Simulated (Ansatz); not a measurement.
All values below come from frozen-core CCSD(T)/cc-pVDZ // PBE0-D3(BJ)/def2-SVP run with Ansatz (a quantum-chemistry and plane-wave program). The restricted HF reference is unstable towards unrestricted orbitals.

Ansatz 0.2 input:
```yaml
crystal:
  periodic: [false, false, false]
  atoms:
    - { symbol: C, position_ang: [-3.62025, 0.408454, 0.21859] }
    - { symbol: C, position_ang: [-2.658441, -0.521089, 0.170559] }
    - { symbol: C, position_ang: [-1.216462, -0.277899, 0.074608] }
    - { symbol: C, position_ang: [-0.635428, 0.998955, 0.013476] }
    - { symbol: C, position_ang: [0.739219, 1.170244, -0.079747] }
    - { symbol: C, position_ang: [1.606987, 0.065816, -0.115797] }
    - { symbol: Si, position_ang: [3.47049, 0.294728, -0.197354] }
    - { symbol: C, position_ang: [1.043888, -1.214165, -0.058118] }
    - { symbol: C, position_ang: [-0.332218, -1.36472, 0.035033] }
    - { symbol: F, position_ang: [-0.830538, -2.602229, 0.085774] }
    - { symbol: H, position_ang: [-4.670624, 0.118328, 0.291618] }
    - { symbol: H, position_ang: [-3.408594, 1.480936, 0.190198] }
    - { symbol: H, position_ang: [-2.94526, -1.57544, 0.206466] }
    - { symbol: H, position_ang: [-1.283278, 1.877779, 0.037701] }
    - { symbol: H, position_ang: [1.143354, 2.184874, -0.130787] }
    - { symbol: H, position_ang: [4.088298, -0.845379, -0.939365] }
    - { symbol: H, position_ang: [3.786505, 1.580713, -0.888818] }
    - { symbol: H, position_ang: [4.065989, 0.338947, 1.174336] }
    - { symbol: H, position_ang: [1.656363, -2.118856, -0.088376] }
basis:
  gaussian: { orbitals: cc-pVDZ }
correlation:
  method: ccsd_t
```

Output:

```
Functional definition: HF
1756 factors; integrals over basis functions are off by at most 1.2e-3 eV
mean field evaluation 1: about -18948.9551 eV, gradient 3.9e1 eV
mean field evaluation 2: about -18949.4092 eV, gradient 3.9e1 eV
mean field evaluation 4: about -18954.1563 eV, gradient 6.1e0 eV
mean field evaluation 8: about -18954.2722 eV, gradient 3.0e-1 eV
mean field evaluation 16: about -18953.6967 eV, gradient 6.0e0 eV
mean field -18954.27286602 eV, -696.5566801587 hartree, gradient 7.7e-6 eV, S^2 0.000000; 0 other end points of the search recorded, 0 dependent functions left out; unrestricted orbitals would lower it
14 core orbitals not correlated
reference -18954.27286602 eV, -696.5566801587 hartree; 26, 26 occupied and 149, 149 virtual orbitals, 1756 factors
second order -36.13597720 eV of doubles, -0.00000000 eV of singles
cycle   1  -36.68634712 eV  change   -5.5e-1 eV  update   1.5e-1
cycle   2  -37.75794172 eV  change    -1.1e0 eV  update   4.9e-2
cycle   3  -38.01574647 eV  change   -2.6e-1 eV  update   2.3e-2
cycle   4  -38.01622455 eV  change   -4.8e-4 eV  update   6.8e-3
cycle   5  -38.01705655 eV  change   -8.3e-4 eV  update   3.1e-3
cycle   6  -38.01821955 eV  change   -1.2e-3 eV  update   7.9e-4
cycle   7  -38.01804174 eV  change    1.8e-4 eV  update   3.1e-4
cycle   8  -38.01802189 eV  change    2.0e-5 eV  update   1.0e-4
cycle   9  -38.01805674 eV  change   -3.5e-5 eV  update   4.6e-5
perturbative correction -1.53903198 eV, -0.0565583820 hartree
Total energy: -18993.82995474 eV, -698.0103763563 hartree
```

Cost: around 6 core-minutes (rough).
